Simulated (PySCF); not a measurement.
B₂H₄, SMILES BB. Atoms are numbered in the order given.

```xyz
6

B      0.0000     0.0000     0.8133
B      0.0000     0.0000    -0.8133
H     -0.7166     0.7166     1.4496
H      0.7166    -0.7166     1.4496
H     -0.7166    -0.7166    -1.4496
H      0.7166     0.7166    -1.4496
```
Charge 0, spin multiplicity 1.

Geometry: B3LYP-D3(BJ)/def2-TZVP.

Level of theory: B3LYP/pcJ-1 in PySCF.

Isotropic couplings with Fermi-contact, spin-dipole and both spin-orbit terms, one fixed conformer, no vibrational averaging. Isotopes: 11B, 1H.

Computed spin–spin coupling constants:
```csv
pair,bonds apart,J (Hz)
B1–B2,1,72.3
B1–H3,1,122.6
B1–H4,1,122.6
B2–H5,1,122.6
B2–H6,1,122.6
B1–H5,2,6.3
B1–H6,2,6.3
B2–H3,2,6.3
B2–H4,2,6.3
H3–H4,2,-17.9
H5–H6,2,-17.9
H3–H5,3,-2.9
H3–H6,3,-2.9
H4–H5,3,-2.9
H4–H6,3,-2.9
```
